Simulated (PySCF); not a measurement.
# Magnetisability: SMILES CN(S(=O)(=O)F)S(=O)(=O)F, CH3F2NO4S2

Geometry:
```json
{"atom": "C1", "x (Å)": "-0.074", "y (Å)": "1.118", "z (Å)": "1.007"}
{"atom": "N2", "x (Å)": "-0.077", "y (Å)": "-0.204", "z (Å)": "0.403"}
{"atom": "S3", "x (Å)": "-1.380", "y (Å)": "-0.618", "z (Å)": "-0.505"}
{"atom": "O4", "x (Å)": "-2.478", "y (Å)": "0.215", "z (Å)": "-0.203"}
{"atom": "O5", "x (Å)": "-1.529", "y (Å)": "-2.006", "z (Å)": "-0.593"}
{"atom": "F6", "x (Å)": "-0.800", "y (Å)": "-0.096", "z (Å)": "-1.930"}
{"atom": "S7", "x (Å)": "1.306", "y (Å)": "-0.583", "z (Å)": "-0.431"}
{"atom": "O8", "x (Å)": "1.174", "y (Å)": "-1.806", "z (Å)": "-1.096"}
{"atom": "O9", "x (Å)": "1.881", "y (Å)": "0.559", "z (Å)": "-1.019"}
{"atom": "F10", "x (Å)": "2.199", "y (Å)": "-0.867", "z (Å)": "0.887"}
{"atom": "H11", "x (Å)": "0.412", "y (Å)": "1.049", "z (Å)": "1.980"}
{"atom": "H12", "x (Å)": "0.469", "y (Å)": "1.814", "z (Å)": "0.367"}
{"atom": "H13", "x (Å)": "-1.109", "y (Å)": "1.429", "z (Å)": "1.117"}
```

Method used: GIAO wB97X-D/pcSseg-1 magnetisability, rotational g tensor and spin-rotation constants, non-relativistic, gas phase in PySCF. Geometry: GFN2-xTB.

(1) What are the magnetisability and the molar susceptibility?

(2) Split it along the inertial axes a, b, c into diamagnetic and paramagnetic parts about the centre of mass, with the quadrupole moment.

(3) And the rotational g tensor?

Results:

(1) Isotropic -1344 × 10⁻³⁰ J/T², or -81.0 × 10⁻⁶ cm³/mol; principal values -1382, -1342, -1309 × 10⁻³⁰ J/T², anisotropy 63 × 10⁻³⁰ J/T² (root of half the summed squared differences of the principal values). The susceptibility is in cgs units.

(2) 
```csv
axis,χ (10⁻⁶ cm³/mol),diamagnetic (10⁻⁶ cm³/mol),paramagnetic (10⁻⁶ cm³/mol),summed x² of all electrons (Å²),quadrupole Θ (D Å)
a,-79.9,-723.3,643.5,234.2,-6.83
b,-81.2,-1272.4,1191.2,104.8,+7.87
c,-81.8,-1438.3,1356.4,65.7,-1.04
```
Anisotropies 2χaa − χbb − χcc = +3.3 and 2χbb − χaa − χcc = -0.7 × 10⁻⁶ cm³/mol. Θ is traceless in Buckingham's convention.

(3) 
```csv
axis,rotational constant (GHz),g,nuclear part,electronic part
a,1.8944,-0.0385,0.5342,-0.5727
b,0.9296,-0.0221,0.4981,-0.5202
c,0.8344,-0.0175,0.5142,-0.5317
```
Asymmetric top; isotopes 12C, 19F, 1H, 14N, 16O, 32S; no vibrational averaging.
